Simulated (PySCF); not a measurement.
PySCF job for In(Br)2(Me) (CH3Br2In), SMILES [CH3][In]([Br])[Br], IEF-PCM-B3LYP/def2-SVP. Coordinates come from a B3LYP-D3(BJ)/def2-SVP optimisation. The structure was generated by enumeration; whether it is a known compound was not checked. The def2 effective core potentials stand for the cores of In; spin–orbit coupling is left out.

```python
import numpy as np
from pyscf import gto, scf, dft
from pyscf.solvent import pcm

mol = gto.M(
    atom='''
    In    0.48333406   -0.13319741    0.32508192
    Br   -1.50201226   -1.64824153    0.11040127
    Br    0.22475108    2.00094130   -0.96410996
    C     2.23944408   -0.61970025    1.48974328
    H     2.62644548    0.30000955    1.94781263
    H     2.99097124   -1.04302080    0.80837515
    H     1.96669115   -1.35660584    2.25614207
    ''',
    basis='def2-SVP',
    ecp={'In': 'def2-svp'},
    charge=0,
    spin=0,
    max_memory=1600,
    verbose=3,
)
mf = dft.RKS(mol, xc='b3lyp').density_fit(auxbasis='def2-universal-jkfit')
mf.grids.level = 3
mf.conv_tol = 1e-9
mf.max_cycle = 100
mf.kernel()
res = {}
for name, eps in {'water': 78.355, 'acetonitrile': 35.688, 'benzene': 2.2706}.items():
    s = mf.PCM()
    s.with_solvent.method, s.with_solvent.eps, s.with_solvent.lebedev_order = 'IEF-PCM', eps, 29
    s.kernel(mf.make_rdm1())
    res[name] = (s.e_tot, eps, s.dip_moment(), s.mo_energy, s.converged)
    print(f'{name}: electrostatic solvation free energy {(s.e_tot - mf.e_tot) * 627.509474:.3f} kcal/mol')
```

It prints:

```
converged SCF energy = -5377.93361833194

WARN: PCM is an experimental feature. It is still in testing.
Features and APIs may be changed in the future.

converged SCF energy = -5377.94521812194
Dipole moment(X, Y, Z, Debye):  3.83532, -1.05874,  2.53406
water: electrostatic solvation free energy -7.279 kcal/mol

WARN: PCM is an experimental feature. It is still in testing.
Features and APIs may be changed in the future.

converged SCF energy = -5377.94491601175
Dipole moment(X, Y, Z, Debye):  3.80754, -1.05100,  2.51581
acetonitrile: electrostatic solvation free energy -7.089 kcal/mol

WARN: PCM is an experimental feature. It is still in testing.
Features and APIs may be changed in the future.

converged SCF energy = -5377.93869013706
Dipole moment(X, Y, Z, Debye):  3.23520, -0.89278,  2.13968
benzene: electrostatic solvation free energy -3.183 kcal/mol
```

The run converged.
